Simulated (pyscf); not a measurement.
H₃Si–Te–Bi(Cl)–Cl → H₃Si–Cl + Cl–Bi=Te, an elimination (singlet surface; Bi–Cl, Si–Te broken, Cl–Si formed). Structures and frequencies: ωB97X-D3(BJ)/def2-SVP in PySCF. Energies in kcal/mol from the reactant's lowest minimum found.

Small-basis levels: PySCF, no dispersion term, spherical d functions. AM1 to PM7: differences of heats of formation from MOPAC, which are fitted to 298 K values and so differ in kind from electronic energies by zero-point and thermal terms. GFN2-xTB: tblite. Cost: rough CPU time at the saddle relative to B3LYP/6-31G*+LANL2DZ, from one job on a shared machine.

| level | barrier | reaction energy | cost |
|---|---|---|---|
| SVWN5/6-31G*+LANL2DZ | 24.2 | +17.5 | 1 |
| B3LYP/6-31G*+LANL2DZ | 30.8 | +5.8 | 1 |
| B3LYP/6-311+G**+LANL2DZ | 31.3 | +5.1 | 1 |
| PBE/def2-SVP | 25.7 | +13.7 | 4 |
| GFN2-xTB | 23.2 | +23.5 | under 0.02 |
| PM3 | -2.6 | +9.0 | under 0.02 |
| PM6 | 32.4 | +40.4 | under 0.02 |
| ωB97M-D3(BJ)/def2-TZVP | 30.8 | +17.0 | – |

Against the last row the barrier runs from -33.4 (PM3) to +1.6 kcal/mol (PM6). At GFN2-xTB, PM3, PM6 this geometry lies under one side, so the entry may be no barrier of that level: it is a single point on another level's saddle. ωB97M-D3(BJ)/def2-TZVP has limits of its own. On the product side the descent ends in a complex, 7.9 kcal/mol under the separated species and 13.1 kcal/mol under the saddle at ωB97X-D3(BJ)/def2-TZVP. This is the saddle that the search found; another between the same sides may lie lower. In the def2 sets elements past Kr carry core potentials, without spin-orbit coupling.
